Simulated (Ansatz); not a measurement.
SnCl4⁺. The state is a doublet with charge 1. Geometry B3LYP-D4/def2-SVP; atoms count from 1.

```xyz
5

Sn   -0.012   -0.112   -0.333
Cl    1.458    0.351    1.555
Cl   -1.335    0.697    1.549
Cl   -0.288   -2.345   -0.741
Cl    0.178    1.408   -2.031
```

In the def2 sets Sn takes a core potential; there is no spin–orbit coupling.

Q: Estimate the Mulliken populations from the PBE0/def2-TZVP orbitals of Ansatz.

A: 
| atom | charge (e) | spin (α − β) |
| --- | --- | --- |
| Sn1 | 1.10 | -0.04 |
| Cl2 | 0.05 | 0.53 |
| Cl3 | 0.05 | 0.53 |
| Cl4 | -0.10 | -0.01 |
| Cl5 | -0.10 | -0.01 |
Mulliken values and Mayer orders depend strongly on the basis.

Q: Where does the spin sit?

A: Summed by element: Sn -0.04, Cl 1.04, of 1 unpaired in all. Largest on single atoms: Cl3 0.53, Cl2 0.53, Sn1 -0.04.

Q: And the Mayer bond orders between bonded heavy atoms (over 0.3)?

A: Sn1–Cl2 0.78 (2.44 Å); Sn1–Cl3 0.78 (2.44 Å); Sn1–Cl4 1.19 (2.29 Å); Sn1–Cl5 1.19 (2.29 Å). Values over 0.3 also appear between atoms too far apart for a bond (Cl2–Cl3 0.46 at 2.81 Å); they arise where an orbital or an unpaired electron spreads over both atoms.
